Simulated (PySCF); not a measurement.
ClH3PbSi, SMILES [Cl][Pb][SiH3] (connectivity only; charge and spin as stated), neutral, multiplicity 1.

Geometry optimised at B3LYP-D3(BJ)/def2-SVP. The def2 effective core potentials stand for the cores of Pb; spin–orbit coupling is left out.

The numbers are results of PySCF with TDDFT-ωB97X/def2-SVPD, not measurements.

Vertical excitations. Isolated molecule, no solvent. State labels are in the subgroup Cs.

Computed UV-visible absorptions:
```json
[
 {"state": "S1", "symmetry": "A\"", "energy (eV)": "2.04", "λ (nm)": "607", "f": "0.001", "main pairs": "HOMO→LUMO 100 %"},
 {"state": "S2", "symmetry": "A'", "energy (eV)": "4.13", "λ (nm)": "300", "f": "0.007", "main pairs": "HOMO→LUMO+1 97 %"},
 {"state": "S3", "symmetry": "A\"", "energy (eV)": "4.62", "λ (nm)": "268", "f": "0.007", "main pairs": "HOMO−2→LUMO 88 %"},
 {"state": "S4", "symmetry": "A\"", "energy (eV)": "4.78", "λ (nm)": "259", "f": "0.003", "main pairs": "HOMO−3→LUMO 89 %"},
 {"state": "S5", "symmetry": "A'", "energy (eV)": "4.93", "λ (nm)": "251", "f": "0.016", "main pairs": "HOMO−1→LUMO 93 %"},
 {"state": "S6", "symmetry": "A'", "energy (eV)": "5.73", "λ (nm)": "216", "f": "0.642", "main pairs": "HOMO→LUMO+2 89 %"},
 {"state": "S7", "symmetry": "A'", "energy (eV)": "6.34", "λ (nm)": "196", "f": "0.171", "main pairs": "HOMO→LUMO+3 81 %"},
 {"state": "S8", "symmetry": "A\"", "energy (eV)": "6.42", "λ (nm)": "193", "f": "0.006", "main pairs": "HOMO−1→LUMO+1 89 %"},
 {"state": "S9", "symmetry": "A'", "energy (eV)": "6.52", "λ (nm)": "190", "f": "0.023", "main pairs": "HOMO−2→LUMO+1 63 %, HOMO−3→LUMO+1 17 %"},
 {"state": "S10", "symmetry": "A\"", "energy (eV)": "6.56", "λ (nm)": "189", "f": "0.000", "main pairs": "HOMO−5→LUMO 83 %"},
 {"state": "T1", "symmetry": "A\"", "energy (eV)": "1.62", "λ (nm)": "765", "f": "0", "main pairs": "HOMO→LUMO 98 %"},
 {"state": "T2", "symmetry": "A'", "energy (eV)": "3.73", "λ (nm)": "332", "f": "0", "main pairs": "HOMO→LUMO+1 93 %"},
 {"state": "T3", "symmetry": "A\"", "energy (eV)": "4.33", "λ (nm)": "287", "f": "0", "main pairs": "HOMO−2→LUMO 51 %, HOMO−3→LUMO 44 %"},
 {"state": "T4", "symmetry": "A'", "energy (eV)": "4.50", "λ (nm)": "276", "f": "0", "main pairs": "HOMO−1→LUMO 80 %, HOMO→LUMO+2 14 %"}
]
```
Triplets are in the Tamm–Dancoff approximation, which puts them higher than full response would, so one can lie above its singlet here.
